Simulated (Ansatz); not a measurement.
`[SiH3][Se][GeH3]` + CH₃NH₂ → `NC[Se][SiH3]` + GeH₄ at 298.15 K and 1 bar (formal exchange of groups at the Se–Ge bond).

Isolated molecules relaxed with PBE0-D4/def2-TZVP in Ansatz; ΔE leaves out vibrations. CCSD(T)/CBS is the MP2 limit (def2-TZVPP, def2-QZVPP) plus CCSD(T) − MP2 in def2-TZVPP, frozen cores. For Ge, Se outer-core shells are correlated without core-valence functions, which leaves a few kJ/mol of doubt a bond. Scalar relativity is left out up to krypton. One conformer a species, not always the lowest.

| species | CCSD(T)/CBS energy (Eh) | H − E (kJ/mol) | S (J/(mol·K)) |
| --- | --- | --- | --- |
| `[SiH3][Se][GeH3]` | -4769.53721 | 150.8 | 367.3 |
| CH₃NH₂ | -95.75281 | 180.0 | 240.4 |
| `NC[Se][SiH3]` | -2786.75811 | 233.7 | 345.7 |
| GeH₄ | -2078.49493 | 88.5 | 217.3 |

H − E and S are ideal-gas, rigid-rotor, harmonic terms from PBE0-D4/def2-TZVP, for one conformer and one mirror image of each species. 1 Eh = 2625.50 kJ/mol, R = 8.31446 J/(mol·K).

Problem. By hand: ΔE, ΔH, ΔS and ΔG.

Solution. ΔE = (-2786.75811) + (-2078.49493) − (-4769.53721) − (-95.75281) = 0.03698 Eh = 97.1 kJ/mol. Δ(H − E) = 233.7 + 88.5 − 150.8 − 180.0 = -8.6, so ΔH = 88.5 kJ/mol. ΔS = 345.7 + 217.3 − 367.3 − 240.4 = -44.7 J/(mol·K). ΔG = 88.5 − 298.15 × (-44.7)/1000 = 101.8 kJ/mol.

Problem. By hand: the equilibrium constant, and the temperature at which ΔG would vanish if ΔH and ΔS stayed fixed.

Solution. log₁₀ K = −ΔG/(RT ln 10) = -17.8. ΔH and −TΔS have one sign here, so there is no such temperature.

ΔH outweighs TΔS. A doubt of 5 kJ/mol in ΔE shifts log₁₀ K by 0.9 here. Other conformers and mirror images would add mixing entropy, several J/(mol·K) or more a flexible species. Modes under 60 cm⁻¹, often nearly free rotors, make the harmonic entropy too high. These are equilibria of isolated gas molecules and say nothing of rates. Largest T1 diagnostic: 0.012 (customary marks: 0.02 for closed shells, 0.045 for open ones).
